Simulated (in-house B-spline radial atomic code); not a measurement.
RPA and G0W0 on Hartree-Fock: Mn XXII (Mn21+)

Configuration [He] 2s2, mean-field start Hartree-Fock. Computed with an all-electron radial atomic-structure program (B-spline basis): all electrons, non-relativistic, point nucleus, each spin shell either full or empty, empty states to l = 9 with an (l + 1/2)⁻⁴ tail; G0W0 by contour deformation at full frequency.

Command:
```bash
python run_gw.py task.json out
```
Settings (radii: box in bohr, nucleus in fm):
```
Z                        25
electrons                4
configuration            [He] 2s2
hamiltonian              nr
method                   hf
lmax                     9
spin_polarised           False
box_radius               3.94
intervals                45
ion_configuration        [He] 2s1
```

Time taken, with all properties: 1.4 s on 1 thread of Arm Neoverse N1, with other jobs on the host.

Energies (hartree):

| term | value |
| --- | --- |
| mean-field total | -742.78613 |
| Hartree-Fock functional on these orbitals | -742.78613 |
| direct second order | -0.44235 |
| second-order exchange | 0.21736 |
| SOSEX correction | 0.18342 |

Question: What is the RPA correlation energy, and what remains with SOSEX?

Answer: RPA gives -0.37376 hartree (-2.54 eV per electron); RPA + SOSEX gives -0.19034, and the second-order doubles (MP2) -0.22499 hartree. SOSEX takes back 49 % of the RPA value.

Quasi-particle levels (eV):

```csv
level,occupied,mean field,Σx - vxc,Σc,QP weight,G0W0
2s,yes,-1765.62,0.00,?,?,?
1s,yes,-7828.29,0.00,3.63,0.950,-7824.66
2p,no,-1630.71,0.00,-0.71,0.992,-1631.42
```

G0W0 = mean field + (Σx - vxc) + Σc, with Σc (partial-wave tail included) taken at the quasi-particle energy.

Question: Where does G0W0 put 2s?

Answer: At -1771.79 eV, with Σc = -6.17 eV and a quasi-particle weight of 0.981. The tabulated removal energy is 1788.7 ± 0.6 eV (NIST, semi-empirical); the calculation leaves out relativity, Breit and QED terms, and what these don't explain is the method's own error.

Question: What does it cost to remove one electron (to [He] 2s1) by differences of total energies, each species on its own start (correlation terms add to the Hartree-Fock functional)?

Answer: Hartree-Fock functional 1765.33 eV, + RPA 1770.71 eV, + RPA + SOSEX 1769.12 eV, + second order 1770.04 eV. Tabulated: 1788.7 ± 0.6 eV (NIST, semi-empirical); the calculation leaves out relativity, Breit and QED terms, and what these don't explain is the method's own error.
